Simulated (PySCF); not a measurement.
This PySCF input asks for the NMR shieldings of `O[SiH2]CC=C`, C3H8OSi; the geometry comes from GFN2-xTB, dihedral held.

```python
import basis_set_exchange as bse
import numpy as np
from pyscf import gto, dft
from pyscf.prop import nmr

atoms = """
C    -1.601977    1.392575   -0.082454
C    -1.162248    0.169836   -0.319727
C    -0.358630   -0.644373    0.629709
Si    1.444247   -0.872765    0.026020
O     2.068813   -2.285620    0.539760
H    -2.168027    1.950829   -0.808598
H    -1.413582    1.888739    0.856037
H    -1.364420   -0.301950   -1.272762
H    -0.378545   -0.181089    1.617753
H    -0.818570   -1.631932    0.720839
H     2.243430    0.258824    0.501910
H     1.515386   -1.068703   -1.414213
H     2.138482   -2.518202    1.461577
"""
names = dict.fromkeys(["C", "Si", "O", "H"], "pcSseg-1")
basis = {el: gto.basis.parse(bse.get_basis(n, elements=[el], fmt="nwchem")) for el, n in names.items()}
mol = gto.M(atom=atoms, basis=basis, charge=0, verbose=0)
mf = dft.RKS(mol, xc="PBE0")
mf.grids.level = 2
mf.grids.alignment = dft.numint.BLKSIZE   # the property module wants whole blocks of grid points
mf.conv_tol = 1e-9
mf.kernel()

calc = nmr.RKS(mf)   # GIAO
C = mf.mo_coeff
Co = C[:, mf.mo_occ > 0]
resp = mf.gen_response(singlet=True, hermi=2)
def vind(x):   # induced exchange potential for any number of trial vectors
    d = np.einsum("pi,xij,qj->xpq", C, 2 * x.reshape(-1, C.shape[1], Co.shape[1]), Co, optimize=True)
    return np.einsum("xpq,pi,qj->xij", resp(d - d.transpose(0, 2, 1)), C, Co, optimize=True).ravel()
mo1, _ = nmr.rhf.solve_mo1(calc, with_cphf=vind)
sigma = calc.kernel(mo1)
for i, s in enumerate(sigma):   # ppm
    w = np.linalg.eigvalsh((s + s.T) / 2)
    print("%2d %-2s iso %8.1f  s11 %8.1f  s22 %8.1f  s33 %8.1f" % (i, mol.atom_pure_symbol(i), w.mean(), *w))
```

Q: Give the expected output.

A: 
```
 0 C  iso     66.6  s11    -44.6  s22     88.8  s33    155.5
 1 C  iso     47.2  s11    -73.3  s22     52.4  s33    162.5
 2 C  iso    157.4  s11    133.9  s22    156.6  s33    181.7
 3 Si iso    369.0  s11    332.8  s22    354.1  s33    420.0
 4 O  iso    309.9  s11    285.4  s22    311.3  s33    333.1
 5 H  iso     26.6  s11     23.7  s22     25.6  s33     30.6
 6 H  iso     26.5  s11     23.3  s22     25.8  s33     30.3
 7 H  iso     25.7  s11     23.8  s22     24.8  s33     28.4
 8 H  iso     29.7  s11     26.7  s22     29.3  s33     33.1
 9 H  iso     29.8  s11     26.1  s22     28.6  s33     34.8
10 H  iso     26.7  s11     23.2  s22     25.7  s33     31.2
11 H  iso     27.1  s11     23.4  s22     26.4  s33     31.4
12 H  iso     30.7  s11     23.0  s22     25.8  s33     43.3
```

These numbers come from an equivalent density-fitted implementation of the same equations, which agrees with the script to about 0.01 ppm for H and up to a few tenths of a ppm for heavy atoms, so last digits may differ.

The geometry is no minimum: GFN2-xTB, dihedral held.

Size and cost of the density-fitted run: 132 basis functions, 7.9 s wall time on 1 thread of an x86-64 server CPU, shared host.
